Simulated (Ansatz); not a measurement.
Consider the formal exchange of groups at a Ge–Al bond: `[CH3][GeH2][AlH][C]#N` + CH₃SH → `[CH3][GeH2][SH]` + `[CH3][AlH][C]#N`.

Isolated molecules relaxed with PBE0-D4/def2-TZVP in Ansatz; ΔE leaves out vibrations. CBS: MP2 limit from def2 TZ/QZ plus the TZ coupled-cluster correction, frozen cores. This one scheme is used for every species. For Ge outer-core shells are correlated without core-valence functions, which leaves a few kJ/mol of doubt a bond. Scalar relativity is left out up to krypton. Each species was taken in one conformer, which may not be the lowest.

```tsv
species	CCSD(T)/CBS(def2) energy (Eh)
`[CH3][GeH2][AlH][C]#N`	-2452.54317
CH₃SH	-438.22835
`[CH3][GeH2][SH]`	-2515.57584
`[CH3][AlH][C]#N`	-375.22756
```

(1) Work out ΔE.

Largest T1 diagnostic among the species: 0.012.

Results:

(1) ΔE = (-2515.57584) + (-375.22756) − (-2452.54317) − (-438.22835) = -0.03188 Eh = -83.7 kJ/mol.

Leaving LDA and LC-ωPBE aside and taking each functional with its dispersion term where it has one, the values, not all of them listed here, spread over 16.4 kJ/mol, from B97M-V to PBE-D4. From BLYP to BHLYP (50 % exact exchange), in def2-TZVPP and without D4, ΔE moves by −7.3 kJ/mol.
